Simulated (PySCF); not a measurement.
**How methods differ on the excitation energy of Zn**

Zn [Ar] 3d10 4s2 (1S) → Zn [Ar] 3d10 4s1 4d1 (3D), as a difference of total energies. Calculation: PySCF 2.14, in aug-cc-pVQZ-DK; scalar relativity by spin-free X2C-1e. Correlated levels: valence: [Ar] frozen. The calculations carry no spin-orbit coupling.

Order these methods by the excitation energy they give, lowest first.
A. r2SCAN
B. MP2 (valence)
C. SCS-MP2 (valence)
D. PBE0

D (8.523 eV), A (8.750 eV), B (9.116 eV), C (9.173 eV).

The promoted electron is Rydberg-like, and one or two diffuse shells describe it only roughly, which tends to raise the upper state.

In the upper state the promoted electron has a positive orbital energy at LDA, PBE, PBE0, r2SCAN, B2PLYP, MN15, BHandHLYP, so the basis confines it.

For comparison: 7.783 eV (measured; NIST levels, between the centres of gravity of the two terms).
